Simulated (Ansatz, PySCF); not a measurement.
Torsion H4–S1–Si2–I3 in HISSi (SMILES S[Si]I); at each angle all else is relaxed with GFN2-xTB, and the levels are single points there.
Geometry at 180° (charge 0, multiplicity 1):
```xyz
4

S     -1.30503     0.44724     0.49930
Si     0.62329     0.94058    -0.37328
I      1.13010     2.97690     0.96003
H     -1.50677    -0.63034    -0.25027
```
Energies count from the point at 180°.

Cores are frozen in the correlated methods. Filled d and f shells under p-block atoms count as core. CBS: X⁻³ extrapolation of the correlation energy, Hartree–Fock from the larger set.

Programs: Ansatz (a first-principles code) with Gaussian orbitals; PySCF for the dispersion terms. Values without a source in brackets are computed. In def2 rows elements past Kr take small-core potentials, without spin–orbit coupling.

Energies in meV.

```json
[
 {"dihedral (°)": "0", "HF/def2-QZVPP": "82.3", "r2SCAN-D4/def2-TZVPP": "80.9", "MP2/CBS(def2-TZVPP, def2-QZVPP)": "86.3", "CCSD(T)/def2-SVP": "64.1", "CCSD(T)/CBS(def2-TZVPP, def2-QZVPP)": "76.1"},
 {"dihedral (°)": "30", "HF/def2-QZVPP": "180.5", "r2SCAN-D4/def2-TZVPP": "181.1", "MP2/CBS(def2-TZVPP, def2-QZVPP)": "184.2", "CCSD(T)/def2-SVP": "168.6", "CCSD(T)/CBS(def2-TZVPP, def2-QZVPP)": "170.6"},
 {"dihedral (°)": "60", "HF/def2-QZVPP": "403.1", "r2SCAN-D4/def2-TZVPP": "415.6", "MP2/CBS(def2-TZVPP, def2-QZVPP)": "414.4", "CCSD(T)/def2-SVP": "415.5", "CCSD(T)/CBS(def2-TZVPP, def2-QZVPP)": "393.1"},
 {"dihedral (°)": "90", "HF/def2-QZVPP": "530.2", "r2SCAN-D4/def2-TZVPP": "561.0", "MP2/CBS(def2-TZVPP, def2-QZVPP)": "551.0", "CCSD(T)/def2-SVP": "565.9", "CCSD(T)/CBS(def2-TZVPP, def2-QZVPP)": "525.5"},
 {"dihedral (°)": "120", "HF/def2-QZVPP": "395.4", "r2SCAN-D4/def2-TZVPP": "406.6", "MP2/CBS(def2-TZVPP, def2-QZVPP)": "406.2", "CCSD(T)/def2-SVP": "414.6", "CCSD(T)/CBS(def2-TZVPP, def2-QZVPP)": "388.1"},
 {"dihedral (°)": "150", "HF/def2-QZVPP": "130.3", "r2SCAN-D4/def2-TZVPP": "129.7", "MP2/CBS(def2-TZVPP, def2-QZVPP)": "131.9", "CCSD(T)/def2-SVP": "132.7", "CCSD(T)/CBS(def2-TZVPP, def2-QZVPP)": "126.1"},
 {"dihedral (°)": "180", "HF/def2-QZVPP": "0.0", "r2SCAN-D4/def2-TZVPP": "0.0", "MP2/CBS(def2-TZVPP, def2-QZVPP)": "0.0", "CCSD(T)/def2-SVP": "0.0", "CCSD(T)/CBS(def2-TZVPP, def2-QZVPP)": "0.0"},
 {"dihedral (°)": "210", "HF/def2-QZVPP": "130.3", "r2SCAN-D4/def2-TZVPP": "129.7", "MP2/CBS(def2-TZVPP, def2-QZVPP)": "131.9", "CCSD(T)/def2-SVP": "132.7", "CCSD(T)/CBS(def2-TZVPP, def2-QZVPP)": "126.1"},
 {"dihedral (°)": "240", "HF/def2-QZVPP": "395.4", "r2SCAN-D4/def2-TZVPP": "406.6", "MP2/CBS(def2-TZVPP, def2-QZVPP)": "406.2", "CCSD(T)/def2-SVP": "414.6", "CCSD(T)/CBS(def2-TZVPP, def2-QZVPP)": "388.1"},
 {"dihedral (°)": "270", "HF/def2-QZVPP": "530.2", "r2SCAN-D4/def2-TZVPP": "561.0", "MP2/CBS(def2-TZVPP, def2-QZVPP)": "551.0", "CCSD(T)/def2-SVP": "565.9", "CCSD(T)/CBS(def2-TZVPP, def2-QZVPP)": "525.5"},
 {"dihedral (°)": "300", "HF/def2-QZVPP": "403.1", "r2SCAN-D4/def2-TZVPP": "415.6", "MP2/CBS(def2-TZVPP, def2-QZVPP)": "414.4", "CCSD(T)/def2-SVP": "415.5", "CCSD(T)/CBS(def2-TZVPP, def2-QZVPP)": "393.1"},
 {"dihedral (°)": "330", "HF/def2-QZVPP": "180.5", "r2SCAN-D4/def2-TZVPP": "181.1", "MP2/CBS(def2-TZVPP, def2-QZVPP)": "184.2", "CCSD(T)/def2-SVP": "168.6", "CCSD(T)/CBS(def2-TZVPP, def2-QZVPP)": "170.6"}
]
```
